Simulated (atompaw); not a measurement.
## u(r) = r·R(r): atom against pseudo-atom (Tc (Z = 43))

Columns: radius, all-electron u(r) and pseudo u(r) of the 5s shell (level -5.26 eV) of technetium in the configuration [Kr] 4d5 5s2 5p0; LDA (PW92), scalar-relativistic, PAW (atompaw) scheme, atompaw 4.2.0.5.

| r (bohr) | all-electron | pseudo |
| --- | --- | --- |
| 0.115 | -0.1124 | 0.0425 |
| 0.231 | 0.1203 | 0.0852 |
| 0.346 | 0.1700 | 0.1271 |
| 0.462 | 0.0308 | 0.1687 |
| 0.577 | -0.1362 | 0.2092 |
| 0.692 | -0.2495 | 0.2488 |
| 0.808 | -0.2901 | 0.2875 |
| 0.923 | -0.2676 | 0.3245 |
| 1.038 | -0.2017 | 0.3600 |
| 1.154 | -0.1097 | 0.3941 |
| 1.269 | -0.0075 | 0.4261 |
| 1.385 | 0.0963 | 0.4563 |
| 1.500 | 0.1938 | 0.4842 |
| 1.615 | 0.2822 | 0.5097 |
| 1.731 | 0.3602 | 0.5331 |
| 1.846 | 0.4260 | 0.5537 |
| 1.962 | 0.4810 | 0.5720 |
| 2.077 | 0.5249 | 0.5873 |
| 2.192 | 0.5592 | 0.6000 |
| 2.308 | 0.5849 | 0.6098 |
| 2.423 | 0.6026 | 0.6168 |
| 2.538 | 0.6137 | 0.6208 |
| 2.654 | 0.6189 | 0.6219 |
| 2.769 | 0.6192 | 0.6201 |
| 2.885 | 0.6152 | 0.6153 |
| 3.000 | 0.6077 | 0.6077 |

**Question.** How many radial nodes do the two functions have?

**Answer.** The all-electron 5s function has n − l − 1 = 4 (the table is too coarse to show those close to the nucleus); the pseudo-wave has 0, since the states of the same l below it are removed with the core.

**Question.** Is the pseudo-wave norm-conserving?

**Answer.** No, it belongs to a PAW set: the norm inside the radius is not constrained, and the difference is carried by the augmentation charge.
